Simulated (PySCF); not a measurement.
H4BN, charge -1, doublet, geometry from GFN2-xTB (a state made from the parent by changing its charge; the spin is typed, not shown lowest) (in this run its highest filled SCF level lies above zero, so its values depend strongly on the basis, on diffuse functions most of all). Base run: M062X/6-31G* (PySCF).

The PySCF input:
```python
from pyscf import gto, scf, dft, solvent

mol = gto.M(
    atom='''
B    -0.857398    0.115055   -0.154719
N     0.698026   -0.114895   -0.100695
H    -1.471204   -0.938812    0.117819
H    -1.247129    1.063924    0.598994
H     1.151788    0.787058    0.048282
H     0.967354   -0.683176    0.713364
''',
    basis='6-31g*',
    charge=-1,
    spin=1,
    verbose=4,
)

mf = dft.UKS(mol)
mf.xc = 'm062x'
mf.kernel()
```

Each row names what was changed in the base input (with any setting that the change needs).

```
change                                                   ΔE vs base (kJ/mol)
-------------------------------------------------------  -------------------
base                                                                    0.00
model = IEF-PCM; solvent = toluene                                    -164.4
model = IEF-PCM; solvent = methanol; vdw_scale = 1.1                  -297.9
model = C-PCM; solvent = methanol                                     -280.4
model = ddCOSMO; solvent = methanol                                   -272.2
model = IEF-PCM; solvent = methanol; lebedev_order = 41               -280.4
model = IEF-PCM; solvent = methanol; r_probe = 0.5                    -231.9
model = IEF-PCM; solvent = methanol; lebedev_order = 11               -276.7
model = COSMO; solvent = methanol                                     -276.1
model = IEF-PCM; solvent = methanol; vdw_scale = 1.4                  -245.3
model = IEF-PCM; solvent = tetrahydrofuran                            -248.7
model = IEF-PCM; solvent = acetonitrile                               -280.8
```

The base is the gas phase, so ΔE is the electrostatic part of solvation at a fixed geometry, without cavity and dispersion terms.

Open shells are given as the SCF converged; they aren't shown to be the lowest states, and a large step between rows can be another state.

The gas-phase anion may not be bound at this level, which the solvent then changes.
